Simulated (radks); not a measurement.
The numbers below are computed, except where a source is named.
Problem. Neutral gold, [Xe] 4f14 5d10 6s1. Level of theory: non-relativistic Kohn-Sham, exchange-only PBE, spin-polarised, spherical densities, point nucleus (a radial shooting solver on a logarithmic mesh with Libxc functionals). Every spin shell is full or empty, so the densities are truly spherical. Functionals are evaluated on that one density, not self-consistently. Rank these orbital-free kinetic functionals by their error against the exact value of the orbitals, and give that value: Thomas-Fermi, von Weizsacker, TF + vW/9, TF + vW/5, LC94, APBEK, revAPBEK, Perdew 92, Thakkar, Pearson, LKT, DePristo-Kress, Ernzerhof.

Solution. Exact: 17864.3 hartree. From best to worst, with 100 (|E| - |E exact|)/|E exact| (equal figures are ties): LC94 +0.01, APBEK +0.04, revAPBEK +0.17, DePristo-Kress -0.21, Ernzerhof -0.48, Perdew 92 -0.69, TF + vW/9 -0.70, Thakkar -0.79, Pearson -0.85, TF + vW/5 +2.47, Thomas-Fermi -4.65, LKT +15.98, von Weizsacker -64.44.
